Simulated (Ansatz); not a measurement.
Molecule: CH3GeO2 (charge 0, doublet). It need not be the lowest isomer of its formula. 
Structure (B3LYP-D3(BJ)/def2-TZVP (Ansatz, a first-principles code) minimum search):
SMILES: [GeH3][O][C]=O
```xyz
7

O      2.0322    -0.4650    -0.8448
C      1.7954    -0.2579     0.3012
O      0.6927     0.0189     0.9277
Ge    -0.9007     0.1435    -0.0547
H     -1.9050     0.4734     1.0491
H     -0.7117     1.2742    -1.0675
H     -1.1315    -1.2226    -0.7032
```
Charge 0, spin multiplicity 2.

Parts of the frozen-core correlation energy in cc-pVQZ (Ansatz, hartree). Frozen orbitals: 17; correlated occupied orbitals by spin: 12 and 11; virtual: 294 and 295. Open shells are spin-unrestricted. No spin-orbit coupling. Non-relativistic.

```json
[
 {"term": "reference (HF)", "value": "-2264.81320"},
 {"term": "MP2 opposite-spin", "value": "…"},
 {"term": "MP2 same-spin", "value": "…"},
 {"term": "CCSD correlation", "value": "…"},
 {"term": "(T)", "value": "-0.03512"},
 {"term": "T1 diagnostic", "value": "0.021"},
 {"term": "largest doubles amplitude", "value": "0.024"},
 {"term": "<S^2> of the reference", "value": "0.762"}
]
```

### Question
Some entries are withheld; supply them.

### Answer

- MP2 opposite-spin, value: -0.58382
- MP2 same-spin, value: -0.18387
- CCSD correlation, value: -0.78046
